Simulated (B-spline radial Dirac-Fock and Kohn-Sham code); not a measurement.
## Width and fluorescence yield of the L1 (2s) hole, Ce to Ho

The computed values come from a radial atomic solver: independent-particle radiative and Coulomb Auger rates from relativistic LDA hole-state orbitals, with Dirac-Fock energies. Free neutral atoms. Recommended widths: Campbell and Papp (2001); yields: xraylib tables.

| Z | element | Γ (eV) | recommended Γ | ω | Coster-Kronig yield | tabulated ω |
| --- | --- | --- | --- | --- | --- | --- |
| 58 | Ce | 3.98 | 2.50 | 0.0617 | 0.531 | 0.0580 |
| 59 | Pr | 4.09 | 2.70 | 0.0652 | 0.535 | 0.0610 |
| 60 | Nd | 4.21 | 2.90 | 0.0689 | 0.538 | 0.0640 |
| 61 | Pm | 4.33 | 3.10 | 0.0727 | 0.540 | 0.0660 |
| 62 | Sm | 4.46 | 3.30 | 0.0766 | 0.543 | 0.0710 |
| 63 | Eu | 4.59 | 3.60 | 0.0806 | 0.546 | 0.0750 |
| 64 | Gd | 4.73 | 3.80 | 0.0847 | 0.547 | 0.102 |
| 65 | Tb | 4.85 | 4.00 | 0.0889 | 0.550 | 0.107 |
| 66 | Dy | ? | ? | ? | ? | ? |
| 67 | Ho | 5.12 | 4.50 | 0.0977 | 0.554 | 0.116 |

**Question.** What does the model give for Dy?

**Answer.** Γ = 4.99 eV, ω = 0.0932, Coster-Kronig yield 0.552; the recommended width is 4.30 eV; the tabulated yield is 0.111.
